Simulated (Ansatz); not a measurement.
CH8NSi2 (`CN([SiH2])[SiH3]`) radical. Total charge 0; spin multiplicity 2. The geometry is a stationary point of PBE0-D4/def2-TZVP.

```xyz
12

C     1.295   -0.349   -0.584
N    -0.050    0.049   -0.176
Si   -1.079    0.805   -1.342
Si   -0.573   -0.494    1.384
H     1.356   -1.416   -0.824
H     1.612    0.213   -1.466
H     2.017   -0.141    0.212
H    -0.251    1.782   -2.117
H    -2.173    1.502   -0.607
H    -0.534   -1.980    1.481
H     0.339    0.044    2.431
H    -1.958   -0.014    1.606
```

(1) What is the dipole moment at PBE/def2-TZVPP? (An estimate is asked.)

(2) And with r2SCAN, B3LYP, ωB97M-V? (Estimate.)

(3) Give the Mulliken charges with PBE, B3LYP, ωB97M-V in def2-TZVPP. (Best estimate.)

Answers

(1) Ansatz gave: 1.22 D, with components (1.12, -0.42, 0.23) D in this frame, pointing from negative to positive charge.

(2) Computed: r2SCAN 1.18 D, B3LYP 1.15 D, ωB97M-V 1.09 D.

(3) Computed: 
| atom | PBE | B3LYP | ωB97M-V |
| --- | --- | --- | --- |
| C1 | -0.21 | -0.21 | -0.27 |
| N2 | -0.15 | -0.24 | -0.27 |
| Si3 | 0.08 | 0.15 | 0.08 |
| Si4 | 0.24 | 0.32 | 0.22 |
| H5 | 0.11 | 0.11 | 0.13 |
| H6 | 0.09 | 0.09 | 0.11 |
| H7 | 0.10 | 0.10 | 0.12 |
| H8 | -0.05 | -0.07 | -0.03 |
| H9 | -0.04 | -0.06 | -0.02 |
| H10 | -0.06 | -0.07 | -0.04 |
| H11 | -0.06 | -0.07 | -0.03 |
| H12 | -0.04 | -0.06 | -0.01 |

B3LYP here is the variant with VWN-RPA as its local correlation; programs differ in this.
